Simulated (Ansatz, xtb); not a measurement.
Relaxing a trial structure of CH3FGa

The starting geometry of this gas-phase doublet has its atoms placed at random.

```xyz
6

C    -1.5381   -0.7736   -1.2819
F    -0.1419    0.2255   -0.5546
Ga   -0.3941   -1.4293    0.9335
H    -0.5368   -1.7412   -0.5153
H    -1.0919   -0.7631   -0.0276
H    -1.9763   -0.1831    0.9401
```

Question: Guess where an optimisation with r2SCAN-D4/def2-SVP ends from this start.

Answer: It ends as `F[CH2][GaH]`. Distances that change by over a tenth: C1–H5 (1.33 → 1.11 Å). Contacts that open: Ga3–H4 (1.49 → 2.62 Å), Ga3–H5 (1.36 → 2.62 Å). Contacts that close: C1–F2 (1.86 → 1.39 Å), C1–Ga3 (2.58 → 2.02 Å), C1–H4 (1.59 → 1.11 Å), Ga3–H6 (2.01 → 1.59 Å).

The energy falls by 9.39 eV over 24 steps:

```tsv
step	E − E(last) (eV)
1	9.388
4	3.786
6	2.356
9	1.384
11	1.283
14	1.023
16	0.276
19	0.024
21	0.003
24	0.000
```

Final geometry (Å):

```yaml
atoms:
  - { symbol: C, position_ang: [-1.0012, -0.9084, -0.7162] }
  - { symbol: F, position_ang: [-0.4426, 0.3492, -0.9051] }
  - { symbol: Ga, position_ang: [-1.1817, -1.3083, 1.2530] }
  - { symbol: H, position_ang: [-0.3622, -1.6664, -1.2074] }
  - { symbol: H, position_ang: [-1.9919, -0.9425, -1.2077] }
  - { symbol: H, position_ang: [-0.6995, -0.1884, 2.2777] }
```

From the same start GFN2-xTB ends elsewhere, in pieces: CH2F + GaH.

From so rough a start the end depends on the optimiser's path, so another program may land elsewhere. The end wasn't checked by frequencies. Open shells are spin-unrestricted. Run with Ansatz 0.2.0, 2.7 min on 1 thread of AMD EPYC (Zen 3), with other jobs on the host.
